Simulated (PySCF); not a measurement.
# Orbital picture of K₂⁺

UHF at R = 4.567 Å; PySCF, no relativity, basis sets K pcseg-1. State: ²Σg⁺ (doublet), unpaired electrons σ ↑. Only the outer orbitals are listed.

```tsv
spin	orbital	occ.	ε (eV)	main shells (%)
α	σg	1	-29.72	100 p
α	πu	1	-29.72	100 p
α	πu	1	-29.72	100 p
α	πg	1	-29.71	100 p
α	πg	1	-29.71	100 p
α	σu	1	-29.68	100 p
α	σg	1	-7.98	73 s, 24 p
α	σu	0	-2.83	95 s
α	σg	0	-1.90	52 s, 46 p
α	πu	0	-1.59	96 p
β	πu	1	-29.67	100 p
β	πu	1	-29.67	100 p
β	πg	1	-29.67	100 p
β	πg	1	-29.67	100 p
β	σg	1	-29.61	100 p
β	σu	1	-29.60	100 p
β	σg	0	-2.91	101 s
β	σu	0	-2.48	91 s, 9 p
β	πu	0	-0.83	100 p
```

Task: Which are the highest filled and the lowest empty level, where do they sit, and how wide is the gap?

Result: Highest filled α σg at -7.98 eV (in %: 73 s, 24 p); lowest empty β σg at -2.91 eV (in %: 101 s); the gap at UHF is 5.07 eV.

* bond order (Mayer): 0.51
* ⟨S²⟩: 0.750
* polarisability along the bond: 226.2 bohr³
* polarisability across the bond: 136.6 bohr³

Shares are Mulliken populations and can fall outside 0 to 100 %.

The state is the lowest determinant that a PBE0 search found; another state may lie lower at other levels.
